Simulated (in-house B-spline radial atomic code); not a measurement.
How numerical settings move a run on In, [Kr] 4d10 5s2 5p1. Computed with a B-spline radial code for spherical atoms: non-relativistic r2SCAN, spherical fractional occupations, point nucleus.

Command:
```bash
python run_scf.py task.json out
```
Settings of the sound reference run:
```
Z                49
electrons        49
configuration    [Kr] 4d10 5s2 5p1
hamiltonian      nr
method           r2scan
spin_polarised   False
knot_spacing     0.22
spline_order     8
gauss_points     12
box_radius       50
max_iterations   70
damping          0.5
damped_steps     3
diis_vectors     10
tolerance        1e-08
start            Thomas-Fermi
```

Cost of the run: 0.14 s on 1 thread of Intel(R) Xeon(R) 6975P-C, with other jobs on the host.

It converges in 9 iterations to -5742.604776 hartree, with 5p at -2.57621 eV. The other runs change the listed settings, some to values that make no sense; their results aren't properties of the atom or ion. Radii are in bohr (the nuclear one in fm), a minus after a letter asks for a j subshell, and «unchanged» means within 1e-8 hartree. The run stops when the residual is below 10 × tolerance × max(1, Z/10), or a noise floor if that is larger, and the energy moves by less than 1e-8 × √|E| hartree; so very loose and very tight tolerances often act alike.

| changed settings | outcome |
| --- | --- |
| gauss_points = 16 | converged in 9 iterations, energy unchanged |
| gauss_points = 6 | converged in 9 iterations, energy -4.17e-08 hartree from the reference, 5p level -1.1e-06 eV |
| gauss_points = 3 | converged in 8 iterations, energy -9.98e+05 hartree from the reference, 5p level +1.0e+00 eV |
| spline_order = 6 | converged in 9 iterations, energy -3.51e-05 hartree from the reference, 5p level -2.6e-05 eV |
| gauss_points = 8 | converged in 9 iterations, energy +1.56e-07 hartree from the reference, 5p level +4.9e-07 eV |
| spline_order = 5 | converged in 9 iterations, energy +1.52e-04 hartree from the reference, 5p level +9.7e-06 eV |
| spline_order = 6, max_iterations = 50, diis_vectors = 0, tolerance = 0.0001, start = bare nucleus | converged in 6 iterations, energy -3.49e-05 hartree from the reference, 5p level -4.8e-04 eV |
| spline_order = 4 | converged in 9 iterations, energy +3.07e-03 hartree from the reference, 5p level -7.7e-05 eV |
| spline_order = 7 | converged in 9 iterations, energy -3.90e-05 hartree from the reference, 5p level -1.3e-05 eV |
| hamiltonian = dirac, nucleus = fermi, rms_radius = 4.6156, mass_number = 115, atomic_mass = 114.9039, speed_of_light = 137.036 | stopped with error: meta-GGAs are not served with the Dirac Hamiltonian |
| gauss_points = 4 | converged in 9 iterations, energy -9.04e-05 hartree from the reference |
| damping = 0 | converged in 8 iterations, energy unchanged, 5p level +1.3e-05 eV |
| gauss_points = 4, box_radius = 10, max_iterations = 60, damping = 0, damped_steps = 1 | converged in 7 iterations, energy +9.54e-04 hartree from the reference, 5p level +8.6e-02 eV (the program warns: 5p reaches the box edge; 5s reaches the box edge) |
| spline_order = 10 | converged in 9 iterations, energy -3.11e-05 hartree from the reference, 5p level -5.2e-06 eV |
| max_iterations = 75, damped_steps = 8, diis_vectors = 0 | converged in 16 iterations, energy unchanged, 5p level +3.1e-06 eV |

Q: What happens with damping = 0.95?

A: Converged in 10 iterations, energy unchanged, 5p level +7.3e-06 eV.

Q: What happens with damping = 0.2?

A: Converged in 8 iterations, energy unchanged, 5p level -3.4e-06 eV.

Q: What happens with electrons = 50, configuration = [Kr] 4d10 5s2 5p1 1f1, max_iterations = 75?

A: Stopped with error: there is no 1f shell.

Q: What happens with damping = 0.8?

A: Converged in 9 iterations, energy unchanged, 5p level -8.6e-06 eV.
